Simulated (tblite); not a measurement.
Record of a relaxation.

Species: C₈H₁₁NSi.
SMILES with atom numbers: `[CH2:1]=[CH:2][CH2:3]/[CH:4]=[CH:5]/[C:6]([C:7]#[N:8])=[CH:9]\[SiH3:10]` (hydrogens: H11, H12 on C1; H13 on C2; H14, H15 on C3; H16 on C4; H17 on C5; H18 on C9; H19, H20, H21 on Si10)

Computed with GFN2-xTB (tblite), gas phase: L-BFGS steps from a force-field or distance-geometry start until the largest atomic force falls under 0.01 eV/Å. 6 of its 128 geometries are shown.

Step 0: E = -741.3904 eV, largest atomic force 2.961 eV/Å
```
atom  x, y, z in Å  |  force x, y, z in eV/Å
C1      3.605   -0.657   -0.460   -0.198   0.778  -0.309
C2      2.961    0.516   -0.325    1.082  -2.130  -0.187
C3      1.893    0.598    0.684   -0.794   1.253   0.769
C4      0.558    0.978    0.106    0.842  -0.032   0.355
C5     -0.500    0.180    0.230    0.907   1.405  -0.577
C6     -1.742    0.630   -0.363    1.440   1.463  -0.299
C7     -1.828    1.911   -1.050    0.171   1.442  -0.710
N8     -1.915    2.939   -1.604    0.143  -2.611   1.389
C9     -2.798   -0.128   -0.271   -2.497  -0.201  -0.373
Si10   -2.857   -1.756    0.561   -0.838  -1.732   0.139
H11     3.337   -1.540    0.130    0.163   0.552  -0.340
H12     4.407   -0.782   -1.184   -0.237  -0.010   0.280
H13     3.232    1.380   -0.903   -0.085   0.089  -0.025
H14     2.191    1.404    1.409   -0.289  -0.612  -0.258
H15     1.739   -0.351    1.198    0.395   0.065   0.140
H16     0.496    1.934   -0.388    0.003   0.045  -0.119
H17    -0.356   -0.750    0.749   -0.482   0.007  -0.198
H18    -3.717    0.234   -0.719   -0.139  -0.054  -0.037
H19    -4.173   -1.991    1.211    0.366   0.219  -0.123
H20    -2.751   -2.757   -0.535    0.067   0.161   0.251
H21    -1.792   -1.976    1.524   -0.019  -0.098   0.233
```

Step 25: E = -741.8954 eV, largest atomic force 0.074 eV/Å
```
atom  x, y, z in Å  |  force x, y, z in eV/Å
C1      3.646   -0.672   -0.504   -0.026   0.041  -0.012
C2      3.005    0.461   -0.292    0.030  -0.024  -0.006
C3      1.940    0.651    0.746   -0.002   0.000   0.030
C4      0.646    1.054    0.115   -0.035  -0.009   0.012
C5     -0.444    0.291    0.170    0.001  -0.013   0.018
C6     -1.745    0.630   -0.372    0.034   0.012   0.001
C7     -1.865    1.875   -1.042    0.027   0.050  -0.002
N8     -1.970    2.881   -1.584   -0.019  -0.044   0.011
C9     -2.837   -0.152   -0.254   -0.042  -0.043  -0.013
Si10   -2.956   -1.854    0.543   -0.050  -0.053  -0.014
H11     3.447   -1.560    0.072   -0.027   0.002   0.030
H12     4.402   -0.762   -1.263    0.027   0.005  -0.027
H13     3.223    1.337   -0.887    0.016   0.021  -0.046
H14     2.256    1.444    1.432    0.022   0.040  -0.002
H15     1.805   -0.267    1.319    0.017  -0.051   0.009
H16     0.633    2.005   -0.399   -0.003   0.014  -0.011
H17    -0.404   -0.662    0.675    0.033  -0.036   0.028
H18    -3.756    0.226   -0.692    0.009   0.003  -0.009
H19    -4.288   -1.970    1.134   -0.013   0.036   0.005
H20    -2.795   -2.866   -0.507    0.035   0.035   0.005
H21    -1.953   -2.071    1.589   -0.037   0.014  -0.008
```

Step 51: E = -741.9110 eV, largest atomic force 0.050 eV/Å
```
atom  x, y, z in Å  |  force x, y, z in eV/Å
C1      3.649   -0.640   -0.545    0.004   0.015   0.003
C2      3.011    0.493   -0.330   -0.014  -0.046  -0.010
C3      1.988    0.680    0.754   -0.029   0.011   0.006
C4      0.659    1.028    0.164   -0.031  -0.010  -0.004
C5     -0.419    0.247    0.237   -0.010   0.007   0.011
C6     -1.710    0.590   -0.331    0.027   0.017  -0.004
C7     -1.813    1.838   -1.001   -0.010   0.010  -0.024
N8     -1.941    2.837   -1.551    0.017  -0.031   0.024
C9     -2.820   -0.174   -0.267   -0.021  -0.002  -0.014
Si10   -3.045   -1.862    0.531    0.009  -0.021  -0.020
H11     3.478   -1.513    0.063   -0.007  -0.020   0.025
H12     4.377   -0.746   -1.329    0.024   0.006  -0.044
H13     3.194    1.355   -0.959   -0.021   0.015   0.023
H14     2.311    1.503    1.400   -0.001   0.017   0.003
H15     1.912   -0.226    1.356   -0.005  -0.008  -0.016
H16     0.606    1.972   -0.364    0.017  -0.004   0.001
H17    -0.376   -0.705    0.747    0.020   0.001   0.007
H18    -3.704    0.226   -0.753   -0.001   0.022   0.005
H19    -4.431   -1.944    0.991   -0.003   0.017  -0.005
H20    -2.787   -2.888   -0.484    0.020   0.004   0.004
H21    -2.147   -2.054    1.669    0.015  -0.001   0.030
```

Step 76: E = -741.9160 eV, largest atomic force 0.057 eV/Å
```
atom  x, y, z in Å  |  force x, y, z in eV/Å
C1      3.647   -0.623   -0.577    0.008  -0.020  -0.008
C2      2.974    0.487   -0.342    0.056   0.006   0.008
C3      1.982    0.653    0.772    0.005   0.003  -0.030
C4      0.654    1.005    0.188   -0.012  -0.001   0.016
C5     -0.432    0.238    0.266   -0.011   0.001  -0.008
C6     -1.710    0.592   -0.323   -0.005   0.005  -0.002
C7     -1.785    1.836   -1.004    0.030   0.005  -0.016
N8     -1.872    2.833   -1.565   -0.017   0.003   0.005
C9     -2.826   -0.163   -0.273   -0.010  -0.002   0.019
Si10   -3.038   -1.846    0.538   -0.022  -0.018   0.015
H11     3.537   -1.496    0.044   -0.009  -0.018   0.005
H12     4.340   -0.704   -1.395    0.021  -0.003  -0.004
H13     3.104    1.350   -0.981   -0.016   0.021   0.003
H14     2.311    1.472    1.421    0.006  -0.022  -0.009
H15     1.923   -0.264    1.362   -0.035   0.032  -0.012
H16     0.618    1.940   -0.360   -0.009  -0.007   0.028
H17    -0.405   -0.708    0.789    0.008   0.016   0.000
H18    -3.703    0.240   -0.768    0.004   0.000   0.003
H19    -4.457   -1.977    0.868    0.016  -0.010  -0.008
H20    -2.629   -2.874   -0.422    0.009  -0.009   0.002
H21    -2.242   -1.973    1.762   -0.018   0.017  -0.007
```

Step 102: E = -741.9284 eV, largest atomic force 0.057 eV/Å
```
atom  x, y, z in Å  |  force x, y, z in eV/Å
C1      3.680   -0.613   -0.631   -0.027  -0.009   0.000
C2      2.965    0.465   -0.373    0.028   0.012   0.006
C3      1.970    0.574    0.747    0.004   0.000  -0.013
C4      0.641    0.994    0.212    0.000  -0.009  -0.037
C5     -0.460    0.246    0.270    0.017  -0.015  -0.009
C6     -1.737    0.625   -0.307    0.037   0.013  -0.005
C7     -1.795    1.856   -1.013   -0.005   0.006  -0.012
N8     -1.876    2.835   -1.605    0.003  -0.007   0.032
C9     -2.854   -0.127   -0.247    0.010   0.002  -0.027
Si10   -3.023   -1.805    0.584   -0.001  -0.046   0.033
H11     3.586   -1.510   -0.042    0.009  -0.014   0.020
H12     4.392   -0.648   -1.439   -0.022   0.013   0.001
H13     3.071    1.352   -0.983    0.001   0.020   0.005
H14     2.323    1.338    1.449    0.013   0.009   0.015
H15     1.891   -0.377    1.275   -0.005  -0.015   0.014
H16     0.617    1.960   -0.277   -0.012   0.010  -0.025
H17    -0.442   -0.720    0.756   -0.007  -0.010   0.002
H18    -3.732    0.266   -0.745   -0.027   0.024   0.008
H19    -4.438   -2.165    0.525   -0.001  -0.012   0.005
H20    -2.211   -2.792   -0.133   -0.001   0.009  -0.008
H21    -2.576   -1.738    1.979   -0.015   0.018  -0.005
```

Step 127: E = -741.9329 eV, largest atomic force 0.010 eV/Å
```
atom  x, y, z in Å  |  force x, y, z in eV/Å
C1      3.681   -0.614   -0.633   -0.005  -0.002  -0.007
C2      2.986    0.474   -0.363    0.001  -0.003  -0.001
C3      1.969    0.573    0.737    0.001   0.001   0.002
C4      0.645    0.976    0.175   -0.001  -0.004  -0.001
C5     -0.452    0.221    0.230   -0.004   0.006   0.007
C6     -1.734    0.612   -0.326    0.000   0.001  -0.009
C7     -1.799    1.860   -1.000   -0.002  -0.001   0.003
N8     -1.886    2.862   -1.551    0.001   0.000   0.002
C9     -2.859   -0.127   -0.245   -0.002   0.004   0.003
Si10   -3.027   -1.802    0.596    0.002   0.004   0.001
H11     3.563   -1.520   -0.061    0.001   0.002   0.002
H12     4.401   -0.646   -1.432    0.002   0.002  -0.002
H13     3.114    1.372   -0.952    0.010  -0.001   0.002
H14     2.298    1.341    1.446   -0.001   0.003   0.002
H15     1.889   -0.379    1.265   -0.004  -0.001  -0.002
H16     0.616    1.940   -0.318   -0.002  -0.004  -0.002
H17    -0.433   -0.745    0.715    0.002   0.002   0.006
H18    -3.748    0.290   -0.704   -0.001  -0.005  -0.003
H19    -4.420   -2.222    0.455    0.001   0.000   0.000
H20    -2.136   -2.771   -0.049    0.001  -0.001  -0.002
H21    -2.675   -1.677    2.014   -0.003  -0.002   0.000
```

Problem. Summarise the path.

Solution. The energy falls by 52.35 kJ/mol from step 0 to step 127; nine tenths of that is first reached at step 15. It falls at every step. The largest force goes from 2.961 to 0.010 eV/Å. Among the bonds C9–Si10 changes most, from 1.828 to 1.882 Å; the atoms move by 0.365 Å rms after alignment.

What follows is the cost of the whole relaxation. On one thread, Arm Neoverse V2 (aarch64), shared host with 32 logical CPUs at a one-minute load of 7.2, this took 0.99 s of wall time.
